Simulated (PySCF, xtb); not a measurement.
Bi(Me)2 (C2H6Bi), SMILES [CH3][Bi+][CH3] (connectivity only; charge and spin as stated), charge +1, multiplicity 1.

Harmonic wavenumbers (cm⁻¹) from GFN2-xTB (xtb) at its own minimum, in rising order: 68, 112, 181, 560, 561, 600, 616, 731, 814, 1246, 1258, 1363, 1366, 1391, 1405, 2968, 2972, 3079, 3081, 3104, 3106.

**Question.** What does PySCF with B3LYP-D3(BJ)/def2-SVP give at its own minimum? (Estimate from the structure and the level; the computed values follow.)

**Answer.** 55, 56, 162, 472, 477, 602, 652, 732, 829, 1194, 1207, 1386, 1389, 1406, 1410, 3017, 3021, 3122, 3123, 3186, 3186. Paired by order, the mean absolute difference is 39 cm⁻¹ and the zero-point energies are 43.7 and 43.9 kcal/mol.
